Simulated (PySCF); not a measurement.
1-chlorobuta-1,2-diene (C₄H₅Cl), SMILES CC=C=CCl. Geometry optimised at B3LYP-D3(BJ)/def2-SVP.

Computed with B3LYP-D3(BJ)/def2-SVP run with PySCF.

Harmonic wavenumbers (cm⁻¹): 115, 154, 207, 287, 489, 560, 726, 755, 874, 897, 1044, 1087, 1149, 1243, 1385, 1412, 1454, 1473, 2069, 3024, 3090, 3108, 3141, 3189. Rotational constants (GHz): 15.24, 1.526, 1.467; symmetry number 1.

### Question
Work out the zero-point energy and the ideal-gas rigid-rotor harmonic-oscillator thermochemistry at 298.15 K and 1 atm.

### Answer
ZPE = ½ Σ hcν = ½ × 32931 cm⁻¹ = 47.08 kcal/mol. H − E(el) = 51.44 kcal/mol. Entropy in cal/(mol K): translation 39.35, rotation 26.65, vibration 11.68, total 77.68. G − E(el) = 28.28 kcal/mol. Cp = 21.69 cal/(mol K). Modes under 150 cm⁻¹ make the vibrational entropy uncertain.
